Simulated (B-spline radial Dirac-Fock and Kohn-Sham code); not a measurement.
# Dipole and non-dipole photoemission parameters of Ir 3p1/2

System: neutral iridium, configuration [Xe] 4f14 5d7 6s2; threshold 2909.0 eV (tabulated edge). The computed values come from a radial B-spline solver: Dirac-Hartree-Slater photoionisation with a Latter tail; cross sections with all multipoles, angular parameters from the dipole term and its interference with E2.

For linearly polarised light dσ/dΩ = σ/(4π) [1 + β P₂(cos θ) + (δ + γ cos²θ) sin θ cos φ], with θ from the polarisation vector and φ the angle between the beam and the projection of the electron momentum on the plane normal to the polarisation.

```
hν (eV)  σ (kb)      β       γ      δ
   3520    31.9  1.247   0.497  0.081
   3740    29.3  1.344   0.400  0.051
   4490       ?      ?       ?      ?
 5414.7    16.4  1.568   0.001  0.002
   5510    15.9  1.571  -0.002  0.001
   6170    13.0  1.588   0.001  0.000
   6910    10.5  1.595   0.048  0.000
   8070    7.68  1.592   0.167  0.003
   9900    4.99  1.573   0.397  0.009
```

Task: Give the values at 4490 eV.

Result: σ = 22.4 kb, β = 1.500, γ = 0.127, δ = 0.013.
